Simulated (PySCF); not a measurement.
# A computed series [MBr2]+

Computed with PySCF 2.14.0, PBE0, def2-SVP on the ligands, density fitting, scalar-relativistic core potentials, no spin-orbit coupling, vacuum. Each member is relaxed from one template within its symmetry. Distances are means of the shortest metal–ligand contacts, charges and spins Mulliken's; removal energies are rigid, with the ligand's formal charge and no counterpoise, so too large; for an anion taken off a cation in vacuum most of it is the attraction of opposite charges, and multiply charged cations can part far more cheaply with an electron moved from ligand to metal. lcecp potentials hold a fixed number of 4f electrons in the core, out of states, spins and gaps.

```json
{"metal": "Pm", "basis on the metal": "lcecp-1-SVP with ECP50", "point group": "C2v", "M–Br (Å)": "2.579", "charge on M (e)": "1.29", "removal of one Br (eV)": "13.43", "strongest infrared band, degenerate modes summed (cm⁻¹)": "284", "unstable modes (below −25 cm⁻¹)": "0"}
{"metal": "Gd", "basis on the metal": "lcecp-1-SVP with ECP53", "point group": "C2v", "M–Br (Å)": "2.544", "charge on M (e)": "1.27", "removal of one Br (eV)": "13.66", "strongest infrared band, degenerate modes summed (cm⁻¹)": "282", "unstable modes (below −25 cm⁻¹)": "0"}
```

Problem. Order these by the M–Br distance, lowest first.
A. Yb, lcecp-1-SVP with ECP59
B. Bi, def2-SVP with ECP60
C. Ho, lcecp-1-SVP with ECP56
D. Ce, lcecp-1-SVP with ECP47
E. Y, def2-SVP with ECP28

Solution. A (2.479), E (2.491), C (2.510), B (2.522), D (2.629).

Problem. What else do they give?

Solution. 
```tsv
metal	basis on the metal	point group	M–Br (Å)	charge on M (e)	removal of one Br (eV)	strongest infrared band, degenerate modes summed (cm⁻¹)	unstable modes (below −25 cm⁻¹)
Y	def2-SVP with ECP28	C2v	2.491	1.18	13.93	326	0
Ce	lcecp-1-SVP with ECP47	C2v	2.629	1.33	13.16	269	0
Ho	lcecp-1-SVP with ECP56	C2v	2.510	1.25	13.90	277	0
Yb	lcecp-1-SVP with ECP59	C2v	2.479	1.24	14.12	275	0
Bi	def2-SVP with ECP60	C2v	2.522	1.09	14.66	262	0
```

From Ce to Yb the M–Br distance shrinks by 0.15 Å, the lanthanide contraction, and the energy to remove one Br rises by 0.95 eV.

One start shape was tried for each, so a minimum needn't be the lowest isomer.
